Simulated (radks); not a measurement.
The numbers below are computed, except where a source is named.
Spherical quantum dot in the effective-mass picture: electrons in a parabolic well V = omega^2 r^2 / 2 with omega = 0.584, all in effective atomic units (hartree* = m*/eps^2 hartree, bohr* = eps/m* bohr), one dielectric constant everywhere. Level of theory: non-relativistic Kohn-Sham, r2SCAN, spin-polarised, spherical densities, generalised Kohn-Sham scheme (a radial shooting solver with Libxc functionals). Levels are named by radial order and angular momentum (1s, 1p, 1d, 2s, ...), and open shells are averaged over m.

N = 2, configuration 1s2. This is the lowest configuration that the search found. Occupied and some empty levels:

level,occupation,eigenvalue (hartree*),<r> (bohr*)
1s,2,1.6136,1.606
1p,0,2.1369,2.062
1d,0,2.7072,2.412
2s,0,2.7603,2.203

Energy (hartree*): total 2.30097, kinetic 0.74984, external 1.0264, Hartree 1.1193, exchange-correlation -0.59464.
